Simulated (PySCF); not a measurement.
**Al⁴⁺: fine-structure interval**

Al⁴⁺ [He] 2s2 2p5 [2p1/2^2 2p3/2^3, M_J = 3/2] → Al⁴⁺ [He] 2s2 2p5 [2p1/2^1 2p3/2^4, M_J = 1/2], as a difference of total energies. Computed with PySCF 2.14 in an uncontracted even-tempered set (19 s from 0.32 bohr⁻², ratio 2.4; 12 p from 0.41 bohr⁻², ratio 2.4; 5 d from 3.8 bohr⁻², ratio 2.6; 5 f from 5.7 bohr⁻², ratio 2.6), with the two-component X2C-1e Hamiltonian. Correlated levels: nothing frozen; the 30 highest virtual spinors dropped. "Screened" scales the spin-orbit matrix elements by Boettger's factors to mimic the two-electron term; Breit and QED terms are absent.

| method | fine-structure interval (cm⁻¹) |
| --- | --- |
| GHF (screened spin-orbit) | 3237.1 |
| GMP2 (screened spin-orbit) | 3673.5 |
| GHF (bare spin-orbit) | 3894.4 |
